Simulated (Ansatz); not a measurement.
```xyz
23

C    -0.6569   -2.0598    0.7152
N    -1.0152   -0.6629    0.6858
C    -1.7687   -0.2405    1.8430
Si   -0.3533    0.4742   -0.3874
N    -1.5022    1.6647   -0.7592
O     0.2008   -0.4034   -1.6513
Si    1.1757   -0.2640   -2.9539
O     0.9147    1.3396    0.1926
Si    2.1642    1.1612    1.2285
H    -0.0244   -2.3025    1.5812
H    -0.1189   -2.3356   -0.1909
H    -1.5553   -2.6872    0.7804
H    -1.2000   -0.3758    2.7738
H    -2.6961   -0.8208    1.9359
H    -2.0391    0.8128    1.7566
H    -1.2200    2.6137   -0.9339
H    -2.3836    1.4393   -1.1866
H     0.6811    0.7993   -3.8689
H     2.5644    0.0684   -2.5395
H     1.1754   -1.5641   -3.6695
H     1.7200    0.4775    2.4733
H     3.2504    0.3580    0.6068
H     2.6870    2.5079    1.5680
```

Charge 0, multiplicity 1.

Q: List the ωB97M-V/def2-TZVPP orbital energies in eV (the Gaussian-basis code of Ansatz). (Estimate.)

A: The calculation gave: Occupied: -1807.75, -1807.33, -1807.33, -525.90, -525.89, -394.15, -393.93, -281.89, -281.87, -148.59, -148.32, -148.32, -102.75, -102.72, -102.69, -102.46, -102.46, -102.42, -102.42, -102.42, -102.41, -30.89, -30.19, -27.88, -26.36, -22.47, -20.45, -18.93, -18.25, -16.68, -16.27, -15.65, -15.46, -15.34, -14.67, -14.59, -13.85, -13.49, -13.41, -13.26, -13.02, -12.64, -12.33, -11.50, -11.37, -11.20, -10.94, -10.05, -8.80. Lowest empty: 1.63, 2.42, 2.72, 2.83, 3.03, 3.20, 3.31, 3.46.
